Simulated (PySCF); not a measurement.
C2H5O, charge -1, singlet, geometry from GFN2-xTB; PySCF with HF/pcseg-1.

Input for PySCF:
```python
from pyscf import gto, scf

mol = gto.Mole()
mol.atom = '''
    C    -0.01387129    1.32048858   -0.14685513
    O     0.00480545    0.04658534    0.60549664
    C     0.00885831   -1.08473522   -0.17190786
    H     0.86993040    1.24954023   -0.87427756
    H    -0.90863771    1.23257197   -0.85885667
    H     0.02301881   -1.98265824    0.47327149
    H    -0.88652396   -1.15182118   -0.82804795
    H     0.89384676   -1.13483572   -0.84348446
'''
mol.basis = 'pcseg-1'
mol.charge = -1
mol.verbose = 4
mol.build()

mf = scf.RHF(mol)
mf.kernel()
mf.analyze()
```

What the program printed (banner, timings and long lists left out):

```
PySCF version 2.14.0

[INPUT] verbose = 4
[INPUT] num. atoms = 8
[INPUT] num. electrons = 26
[INPUT] charge = -1
[INPUT] spin (= nelec alpha-beta = 2S) = 0
[INPUT] symmetry False subgroup None
[INPUT] Mole.unit = angstrom
[INPUT] Symbol           X                Y                Z      unit          X                Y                Z       unit  Magmom
[INPUT]  1 C     -0.013871290000   1.320488580000  -0.146855130000 AA   -0.026212939094   2.495361766816  -0.277515975687 Bohr   0.0
[INPUT]  2 O      0.004805450000   0.046585340000   0.605496640000 AA    0.009080984405   0.088033534020   1.144222818944 Bohr   0.0
[INPUT]  3 C      0.008858310000  -1.084735220000  -0.171907860000 AA    0.016739779826  -2.049852483470  -0.324858774060 Bohr   0.0
[INPUT]  4 H      0.869930400000   1.249540230000  -0.874277560000 AA    1.643930203433   2.361288816326  -1.652145145253 Bohr   0.0
[INPUT]  5 H     -0.908637710000   1.232571970000  -0.858856670000 AA   -1.717076418352   2.329223452116  -1.623003886556 Bohr   0.0
[INPUT]  6 H      0.023018810000  -1.982658240000   0.473271490000 AA    0.043499246613  -3.746681072212   0.894353498665 Bohr   0.0
[INPUT]  7 H     -0.886523960000  -1.151821180000  -0.828047950000 AA   -1.675287487265  -2.176626574673  -1.564783843508 Bohr   0.0
[INPUT]  8 H      0.893846760000  -1.134835720000  -0.843484460000 AA    1.689125573730  -2.144528707174  -1.593954619727 Bohr   0.0

nuclear repulsion = 75.9480295608765
number of shells = 19
number of NR pGTOs = 110
number of NR cGTOs = 67
basis = pcseg-1
ecp = {}

******** <class 'pyscf.scf.hf.RHF'> ********
method = RHF
initial guess = minao
damping factor = 0
level_shift factor = 0
DIIS = <class 'pyscf.scf.diis.CDIIS'>
diis_start_cycle = 1
diis_space = 8
diis_damp = 0
SCF conv_tol = 1e-09
SCF conv_tol_grad = None
SCF max_cycles = 50
direct_scf = True
direct_scf_tol = 1e-13
Set gradient conv threshold to 3.16228e-05
Initial guess from minao.
init E= -153.400140192108
  HOMO = -0.159081065522611  LUMO = 0.120809402139775  gap/eV = 7.61621
cycle= 1 E= -153.263744892301  delta_E= 0.136  |g|= 0.502  |ddm|= 2.51
  HOMO = 0.00905289891412986  LUMO = 0.316927534694187  gap/eV = 8.37770
cycle= 2 E= -153.308944350849  delta_E= -0.0452  |g|= 0.303  |ddm|= 0.742
  HOMO = -0.0350236103336168  LUMO = 0.328186107766184  gap/eV = 9.88344
cycle= 3 E= -153.326841036093  delta_E= -0.0179  |g|= 0.05  |ddm|= 0.268
  HOMO = -0.0424489350799107  LUMO = 0.331481119856933  gap/eV = 10.17516
cycle= 4 E= -153.327792123289  delta_E= -0.000951  |g|= 0.0139  |ddm|= 0.0928
  HOMO = -0.0402889658266345  LUMO = 0.330736237833421  gap/eV = 10.09611
cycle= 5 E= -153.327903663264  delta_E= -0.000112  |g|= 0.00536  |ddm|= 0.0386
  HOMO = -0.0412404798622101  LUMO = 0.330768803549078  gap/eV = 10.12289
cycle= 6 E= -153.327932559625  delta_E= -2.89e-05  |g|= 0.00196  |ddm|= 0.0268
  HOMO = -0.0412243593499726  LUMO = 0.330708075184882  gap/eV = 10.12080
cycle= 7 E= -153.327938144196  delta_E= -5.58e-06  |g|= 0.000424  |ddm|= 0.0162
  HOMO = -0.041316135653954  LUMO = 0.330695889476965  gap/eV = 10.12296
cycle= 8 E= -153.327938414025  delta_E= -2.7e-07  |g|= 0.000127  |ddm|= 0.00371
  HOMO = -0.0412916729403308  LUMO = 0.330693260557576  gap/eV = 10.12223
cycle= 9 E= -153.327938433041  delta_E= -1.9e-08  |g|= 4.68e-05  |ddm|= 0.000849
  HOMO = -0.0413017712438402  LUMO = 0.330689363211834  gap/eV = 10.12239
cycle= 10 E= -153.327938435358  delta_E= -2.32e-09  |g|= 1.7e-05  |ddm|= 0.000243
  HOMO = -0.0412988236925105  LUMO = 0.33068941800813  gap/eV = 10.12232
cycle= 11 E= -153.327938435677  delta_E= -3.19e-10  |g|= 4.15e-06  |ddm|= 9.41e-05
  HOMO = -0.0412993550029914  LUMO = 0.33068944351895  gap/eV = 10.12233
Extra cycle  E= -153.327938435691  delta_E= -1.43e-11  |g|= 2.39e-06  |ddm|= 1.4e-05
converged SCF energy = -153.327938435691
**** SCF Summaries ****
Total Energy =                        -153.327938435690896
Nuclear Repulsion Energy =              75.948029560876464
One-electron Energy =                 -365.047020408016181
Two-electron Energy =                  135.771052411448835
Two-electron Coulomb Energy =          156.272097650530071
DFT Exchange-Correlation Energy =      -20.501045239081236
HOMO-LUMO gap [eV] =                    10.122330791696553
**** MO energy ****
MO #1   energy= -20.2956223529368  occ= 2
MO #2   energy= -11.0752912976155  occ= 2
MO #3   energy= -10.9589381130551  occ= 2
MO #4   energy= -1.13300780043964  occ= 2
MO #5   energy= -0.727382216356056 occ= 2
MO #6   energy= -0.592324862772507 occ= 2
MO #7   energy= -0.42925962419995  occ= 2
MO #8   energy= -0.407865848845126 occ= 2
MO #9   energy= -0.389239263919722 occ= 2
MO #10  energy= -0.277466633995337 occ= 2
MO #11  energy= -0.250115770602233 occ= 2
MO #12  energy= -0.174650273817906 occ= 2
MO #13  energy= -0.0412993550029914 occ= 2
MO #14  energy= 0.33068944351895   occ= 0
MO #15  energy= 0.380014182390487  occ= 0
MO #16  energy= 0.401697433663186  occ= 0
MO #17  energy= 0.418292340064986  occ= 0
MO #18  energy= 0.478824939264518  occ= 0
MO #19  energy= 0.489375884163092  occ= 0
MO #20  energy= 0.608844454601459  occ= 0
MO #21  energy= 0.773983389576419  occ= 0
 ** Mulliken pop on meta-lowdin orthogonal AOs  **
 ** Mulliken pop  **
 ** Mulliken atomic charges  **
charge of    0C =     -0.50537
charge of    1O =     -0.50755
charge of    2C =      0.03702
charge of    3H =     -0.04750
charge of    4H =     -0.04750
charge of    5H =      0.02748
charge of    6H =      0.02171
charge of    7H =      0.02171

WARN: System has nonzero charge -1; the dipole moment is origin-dependent.
Location of origin: [0. 0. 0.]

Dipole moment(X, Y, Z, Debye):  0.04160, -5.68056, -1.45299
```
